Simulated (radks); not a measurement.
The table gives one normalised radial function P(r) = r R(r) of Pt2+ in [Xe] 4f14 5d6.5 6s1.5 (r in bohr). Calculated with a radial shooting solver on a logarithmic mesh with Libxc functionals: scalar-relativistic Kohn-Sham, PBE, spin-unpolarised, spherical densities, finite nucleus; Fermi nuclear charge, rms radius 5.427 fm.

r,P
0.00158,0.1094
0.001825,0.1203
0.002125,0.1326
0.002474,0.1453
0.002857,0.1576
0.003326,0.1705
0.003841,0.1823
0.004471,0.1936
0.005205,0.2030
0.006011,0.2093
0.006998,0.2120
0.008147,0.2093
0.009409,0.2004
0.01095,0.1826
0.01265,0.1564
0.01473,0.1178
0.01714,0.0672
0.0198,0.0087
0.02305,-0.0624
0.02662,-0.1349
0.03099,-0.2104
0.03608,-0.2757
0.04167,-0.3172
0.04851,-0.3273
0.05647,-0.2912
0.06521,-0.2082
0.07592,-0.0712
0.08768,0.0918
0.1021,0.2701
0.1188,0.4123
0.1372,0.4703
0.1598,0.4141
0.186,0.2264
0.2148,-0.0455
0.2501,-0.3611
0.2888,-0.5964
0.3362,-0.6834
0.3914,-0.5489
0.452,-0.2286
0.5262,0.2346
0.6077,0.6816
0.7075,1.0456
0.8236,1.2212
0.9512,1.1991
1.107,1.0189
1.289,0.7559
1.489,0.5039
1.733,0.2876
2.002,0.1480
2.33,0.0629
2.713,0.0224
3.133,0.0070
3.647,0.0016
4.246,0.0003
4.903,0.0000
5.708,0.0000
6.592,0.0000
7.675,0.0000

Which n and l does it have? It may be an empty orbital.

Answer. n = 5, l = 0: the number of nodes gives n - l - 1 = 4, the rise at small r (about r^(l+1), flatter next to the nucleus through relativity) gives l, and the extent must fit the shell. The curve is that of 5s. 5s: eigenvalue -128.07 eV, 4 radial nodes at r = 0.0202, 0.0810, 0.210, 0.489 bohr, <r> = 0.948 bohr, 90 % of the charge inside 1.35 bohr.
